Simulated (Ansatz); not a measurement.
# Worked example: the enthalpy of CH2BrCl + C2H6 → C2H5Cl + CH3Br

Species: CH2BrCl (bromochloromethane) `ClCBr`, singlet; C2H6 (ethane) `CC`, singlet; C2H5Cl `CCCl`, singlet; CH3Br `CBr`, singlet. The partners trade Br for CH3; both sit on C, so the bond types are kept.

Shapes, held fixed at every level: PBE0-D4/def2-TZVP. Programs: Ansatz 0.2.0. The zero-point and thermal terms to 298 K, harmonic and unscaled (PBE0-D4/def2-TZVP), stand in the table.

At B2PLYP/def2-TZVPP; 1 Eh = 2625.50 kJ/mol:

| species | energy (Eh) | H(298 K) − E (kJ/mol) | tabulated ΔfH (kJ/mol) |
| --- | --- | --- | --- |
| CH2BrCl | -3073.137959 | 88.1 | -44.7 |
| C2H6 | -79.773405 | 207.7 | -83.8 |
| C2H5Cl | -539.260691 | 188.1 | -111.2 |
| CH3Br | -2613.658320 | 108.4 | -36.4 |

Task: Work out the reaction enthalpy at 298 K from the calculation and from the table of heats.

Result: 
1. Electronic: (-539.260691) + (-2613.658320) − [(-3073.137959) + (-79.773405)] = -0.007647 Eh = -20.1 kJ/mol.
2. Zero-point and thermal: (188.1) + (108.4) − [(88.1) + (207.7)] = +0.7 kJ/mol.
3. Computed ΔH = -19.4 kJ/mol.
4. From the heats of formation (Active Thermochemical Tables): (-111.2) + (-36.4) − [(-44.7) + (-83.8)] = -19.1 kJ/mol.
5. Computed less tabulated: -0.3 kJ/mol. Tabulated heats carry uncertainties of their own.

Relativity is left out for Br unless named. Correlated rows may include outer-core shells of Br, which these sets cover unevenly.
